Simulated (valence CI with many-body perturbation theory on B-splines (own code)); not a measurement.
## E1 transitions of Tl I

Calculated by relativistic CI+MBPT: three valence electrons over a frozen Dirac-Fock core [Xe] 4f14 5d10, radial functions for each j: 11 s, 11 p, 10 d, 8 f, 5 g, 2 h, with the one-electron correlation potential Σ1, the two-electron term Σ2, the three-electron term Σ3, Breit, model QED; selected CI, second order for the rest, scaled by the run's own slope (own B-spline code, finite nucleus).

Set against measurement, 11 paired levels are off by 213 cm⁻¹ on average, the worst by 346. These come from a selection out of the NIST Handbook of Basic Atomic Spectroscopic Data. Levels without a partner in it may be off by more.

Lines 1 to 50 of 114 in falling wavelength, among levels below 5.736 eV, chosen from the strongest by gf and those to the six lowest levels. Wavelengths and rates use the calculated energies, so an error of 200 cm⁻¹ moves a line at 3833 nm by 7.7 % and its rate by three times that or more. Electric multipoles are in the length gauge, E1 and E2 with the static RPA response of the core. Weak lines are less certain than strong ones. Lines between different terms over intervals too small for the method are left out, as are lines whose strength nearly cancels. The highest levels of a list are the least certain.

| λ vac (nm) | λ from measured levels | Upper | Lower | A (s⁻¹) | S (a.u.) with core polarisation | S without |
| --- | --- | --- | --- | --- | --- | --- |
| 4752 |  | 6s2 11s 2S_1/2 | 6s2 9p 2P°_1/2 | 1.11e+05 | 1.18e+01 | 1.18e+01 |
| 4434 |  | 6s2 8d 2D_3/2 | 5f 6s2 2F°_5/2 | 1.28e+05 | 2.21e+01 | 2.21e+01 |
| 4405 |  | 6s2 8d 2D_5/2 | 5f 6s2 2F°_5/2 | 5.79e+03 | 1.47e+00 | 1.47e+00 |
| 4403 |  | 6s2 8d 2D_5/2 | 5f 6s2 2F°_7/2 | 1.16e+05 | 2.92e+01 | 2.93e+01 |
| 4370 |  | 6s2 9p 2P°_1/2 | 6s2 7d 2D_3/2 | 4.29e+05 | 3.53e+01 | 3.53e+01 |
| 4109 |  | 6s2 9p 2P°_3/2 | 6s2 7d 2D_5/2 | 2.27e+05 | 3.11e+01 | 3.10e+01 |
| 4094 |  | 5g 6s2 2G_7/2 | 5f 6s2 2F°_5/2 | 3.83e+06 | 1.04e+03 | 1.04e+03 |
| 4092 |  | 5g 6s2 2G_9/2 | 5f 6s2 2F°_7/2 | 3.98e+06 | 1.34e+03 | 1.35e+03 |
| 4092 |  | 5g 6s2 2G_7/2 | 5f 6s2 2F°_7/2 | 1.42e+05 | 3.84e+01 | 3.85e+01 |
| 4052 |  | 6s2 9p 2P°_3/2 | 6s2 7d 2D_3/2 | 2.36e+04 | 3.10e+00 | 3.10e+00 |
| 3833 | 3814 | 6s2 8p 2P°_1/2 | 6s2 8s 2S_1/2 | 2.65e+06 | 1.47e+02 | 1.47e+02 |
| 3614 |  | 6s2 6f 2F°_7/2 | 6s2 7d 2D_5/2 | 2.35e+06 | 4.39e+02 | 4.39e+02 |
| 3613 |  | 6s2 6f 2F°_5/2 | 6s2 7d 2D_5/2 | 1.57e+05 | 2.19e+01 | 2.19e+01 |
| 3583 |  | 6s2 10p 2P°_1/2 | 6s2 9s 2S_1/2 | 1.54e+05 | 6.98e+00 | 7.00e+00 |
| 3570 |  | 6s2 6f 2F°_5/2 | 6s2 7d 2D_3/2 | 2.18e+06 | 2.93e+02 | 2.93e+02 |
| 3458 |  | 6s2 10p 2P°_3/2 | 6s2 9s 2S_1/2 | 2.84e+05 | 2.32e+01 | 2.32e+01 |
| 3401 |  | 6s2 8d 2D_3/2 | 6s2 8p 2P°_3/2 | 2.61e+05 | 2.03e+01 | 2.03e+01 |
| 3383 |  | 6s2 8d 2D_5/2 | 6s2 8p 2P°_3/2 | 1.51e+06 | 1.73e+02 | 1.73e+02 |
| 3359 | 3339 | 6s2 8p 2P°_3/2 | 6s2 8s 2S_1/2 | 3.38e+06 | 2.53e+02 | 2.53e+02 |
| 3231 |  | 6s 6p2 4P_1/2 | 6s2 8p 2P°_3/2 | 3.03e+02 | 1.01e-02 | 1.06e-02 |
| 3022 |  | 6s2 8d 2D_3/2 | 6s2 8p 2P°_1/2 | 9.36e+05 | 5.10e+01 | 5.10e+01 |
| 2914 | 2790 | 6s2 8s 2S_1/2 | 6s2 7p 2P°_3/2 | 4.46e+06 | 1.09e+02 | 1.09e+02 |
| 2887 |  | 6s 6p2 4P_1/2 | 6s2 8p 2P°_1/2 | 1.23e+01 | 2.93e-04 | 3.39e-04 |
| 2790 |  | 6s2 10s 2S_1/2 | 6s2 8p 2P°_3/2 | 3.56e+05 | 7.63e+00 | 7.63e+00 |
| 2696 |  | 6s2 9d 2D_3/2 | 5f 6s2 2F°_5/2 | 2.33e+04 | 9.01e-01 | 9.02e-01 |
| 2690 |  | 6s2 9d 2D_5/2 | 5f 6s2 2F°_5/2 | 1.02e+03 | 5.90e-02 | 5.91e-02 |
| 2689 |  | 6s2 9d 2D_5/2 | 5f 6s2 2F°_7/2 | 2.03e+04 | 1.17e+00 | 1.17e+00 |
| 2622 |  | 6s2 6g 2G_7/2 | 5f 6s2 2F°_5/2 | 1.14e+06 | 8.12e+01 | 8.13e+01 |
| 2621 |  | 6s2 6g 2G_9/2 | 5f 6s2 2F°_7/2 | 1.18e+06 | 1.05e+02 | 1.05e+02 |
| 2621 |  | 6s2 6g 2G_7/2 | 5f 6s2 2F°_7/2 | 4.23e+04 | 3.01e+00 | 3.02e+00 |
| 2587 |  | 6s2 10p 2P°_1/2 | 6s2 7d 2D_3/2 | 1.82e+05 | 3.11e+00 | 3.10e+00 |
| 2543 |  | 6s2 10p 2P°_3/2 | 6s2 7d 2D_5/2 | 8.80e+04 | 2.85e+00 | 2.85e+00 |
| 2530 |  | 6s2 10s 2S_1/2 | 6s2 8p 2P°_1/2 | 3.16e+05 | 5.05e+00 | 5.04e+00 |
| 2521 |  | 6s2 10p 2P°_3/2 | 6s2 7d 2D_3/2 | 8.85e+03 | 2.80e-01 | 2.80e-01 |
| 2461 |  | 6s2 7f 2F°_7/2 | 6s2 7d 2D_5/2 | 1.27e+06 | 7.48e+01 | 7.49e+01 |
| 2461 |  | 6s2 7f 2F°_5/2 | 6s2 7d 2D_5/2 | 8.47e+04 | 3.74e+00 | 3.75e+00 |
| 2441 |  | 6s2 7f 2F°_5/2 | 6s2 7d 2D_3/2 | 1.19e+06 | 5.12e+01 | 5.12e+01 |
| 2276 |  | 6s2 9d 2D_3/2 | 6s2 8p 2P°_3/2 | 1.43e+05 | 3.32e+00 | 3.32e+00 |
| 2271 |  | 6s2 9d 2D_5/2 | 6s2 8p 2P°_3/2 | 8.35e+05 | 2.90e+01 | 2.90e+01 |
| 2258 | 2181 | 6s2 8s 2S_1/2 | 6s2 7p 2P°_1/2 | 3.33e+06 | 3.79e+01 | 3.78e+01 |
| 2100 |  | 6s2 9d 2D_3/2 | 6s2 8p 2P°_1/2 | 5.71e+05 | 1.04e+01 | 1.04e+01 |
| 2095 |  | 6s2 11s 2S_1/2 | 6s2 8p 2P°_3/2 | 1.96e+05 | 1.78e+00 | 1.78e+00 |
| 1969 | 1905 | 6s2 8p 2P°_1/2 | 6s2 6d 2D_3/2 | 1.30e+06 | 9.79e+00 | 9.77e+00 |
| 1945 |  | 6s2 11s 2S_1/2 | 6s2 8p 2P°_1/2 | 1.69e+05 | 1.23e+00 | 1.22e+00 |
| 1861 | 1805 | 6s2 8p 2P°_3/2 | 6s2 6d 2D_5/2 | 7.44e+05 | 9.47e+00 | 9.45e+00 |
| 1836 | 1778 | 6s2 8p 2P°_3/2 | 6s2 6d 2D_3/2 | 7.78e+04 | 9.50e-01 | 9.49e-01 |
| 1771 |  | 6s2 9p 2P°_1/2 | 6s2 8s 2S_1/2 | 4.18e+05 | 2.29e+00 | 2.31e+00 |
| 1717 |  | 6s2 9p 2P°_3/2 | 6s2 8s 2S_1/2 | 8.51e+05 | 8.50e+00 | 8.54e+00 |
| 1651 |  | 5f 6s2 2F°_7/2 | 6s2 6d 2D_5/2 | 1.57e+07 | 2.78e+02 | 2.79e+02 |
| 1650 |  | 5f 6s2 2F°_5/2 | 6s2 6d 2D_5/2 | 1.05e+06 | 1.39e+01 | 1.40e+01 |
